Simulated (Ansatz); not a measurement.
Two structures of Si₂NH₉Cl₂O, singlet, reached by relaxing down either side of one saddle point (PBE0-D4/def2-TZVP). Energies are electronic, without zero-point energy. Ansatz 0.2.0; basis: def2-TZVPP and def2-QZVPP; cores frozen in the correlated methods. Extrapolation: Hartree–Fock as exp(−7.88 √X), correlation as X^−2.97. First:

```xyz
15
angstrom
Si -1.4090 -0.0879 -0.3191
Si 0.2402 -1.7454 -0.2926
Cl -1.5761 1.1351 1.3865
Cl -2.9477 -1.4884 0.2388
H -2.0987 0.4271 -1.5213
H 0.8908 1.3103 -0.2520
N 0.1184 1.3349 -0.9238
H 2.2073 0.2037 1.7794
O 1.6924 0.9644 1.5002
H 0.4434 -2.1647 1.1211
H -0.2003 -2.9160 -1.0925
H 1.5592 -1.2859 -0.8248
H -0.2609 2.2757 -0.9399
H 0.4801 1.1220 -1.8475
H 0.8610 0.9151 1.9876
```

Second:

```json
{"atom": "Si1", "x (Å)": "-1.7882", "y (Å)": "1.1349", "z (Å)": "-0.1955"}
{"atom": "Si2", "x (Å)": "1.1577", "y (Å)": "-2.2725", "z (Å)": "-0.3526"}
{"atom": "Cl3", "x (Å)": "-3.3169", "y (Å)": "2.0171", "z (Å)": "-1.2316"}
{"atom": "Cl4", "x (Å)": "-2.1395", "y (Å)": "1.4602", "z (Å)": "1.7896"}
{"atom": "H5", "x (Å)": "-1.7962", "y (Å)": "-0.3039", "z (Å)": "-0.4947"}
{"atom": "H6", "x (Å)": "0.9361", "y (Å)": "0.8068", "z (Å)": "0.8119"}
{"atom": "N7", "x (Å)": "-0.2426", "y (Å)": "1.7722", "z (Å)": "-0.5467"}
{"atom": "H8", "x (Å)": "0.0285", "y (Å)": "-2.2826", "z (Å)": "0.6090"}
{"atom": "O9", "x (Å)": "1.4559", "y (Å)": "0.1850", "z (Å)": "1.3445"}
{"atom": "H10", "x (Å)": "2.4656", "y (Å)": "-2.3577", "z (Å)": "0.3334"}
{"atom": "H11", "x (Å)": "1.0078", "y (Å)": "-3.4629", "z (Å)": "-1.2380"}
{"atom": "H12", "x (Å)": "1.0840", "y (Å)": "-1.0711", "z (Å)": "-1.2241"}
{"atom": "H13", "x (Å)": "-0.0785", "y (Å)": "2.7597", "z (Å)": "-0.4099"}
{"atom": "H14", "x (Å)": "0.2046", "y (Å)": "1.4523", "z (Å)": "-1.3954"}
{"atom": "H15", "x (Å)": "1.0216", "y (Å)": "0.1626", "z (Å)": "2.2001"}
```

Q: Which bonds change from the first to the second?

A: Si₂H₄Cl₂ ([SiH3][SiH]([Cl])[Cl]) + H₂O + NH₃ → SiNH₃Cl₂ ([NH2][SiH]([Cl])[Cl]) + SiH₄ + H₂O; bonds formed: Si2–H8, H6–O9; dative contacts that become bonds: Si1–N7; bonds broken: Si1–Si2, H6–N7, H8–O9.

Q: Give the saddle point's structure and its height above each. (Judge from chemistry; the value comes from the calculation.)

A: By the calculation: 191.7 kJ/mol above the first and 238.5 kJ/mol above the second (CCSD(T) at an estimated basis limit (MP2 extrapolated from triple and quadruple zeta, plus CCSD(T) − MP2 in triple zeta)).
```
15
angstrom
Si -1.3582 0.4132 -0.3452
Si 0.6822 -1.8050 -0.4147
Cl -2.8399 1.7713 -0.9095
Cl -1.9305 -0.0856 1.5531
H -1.4527 -0.5973 -1.4052
H 0.7398 1.2049 0.7471
N 0.0471 1.5363 -0.2982
H 1.0749 -0.3620 0.9305
O 1.3819 0.5429 1.5095
H 1.8406 -2.6801 -0.0201
H -0.5002 -2.7276 -0.4135
H 0.9249 -1.5373 -1.8787
H -0.2445 2.5088 -0.3574
H 0.6827 1.3382 -1.0681
H 0.9519 0.4793 2.3705
```

The T1 diagnostic stays at or below 0.012.

Labels in which every atom is bracketed show which atoms are joined, not bond orders.

For scale, one of the runs: CCSD(T)/def2-TZVPP, 356 basis functions, launched by `ansatz run in.yaml --threads 5 --pin off --events-out ev --progress --plain --max-ram 66560MiB --backend cuda --devices 0, --max-vram 37GiB`. Hardware: 5 CPU threads of an AMD EPYC 7R13 and a share of one NVIDIA H100, shared host. Wall time 23 s; peak host memory 0.85 GiB.
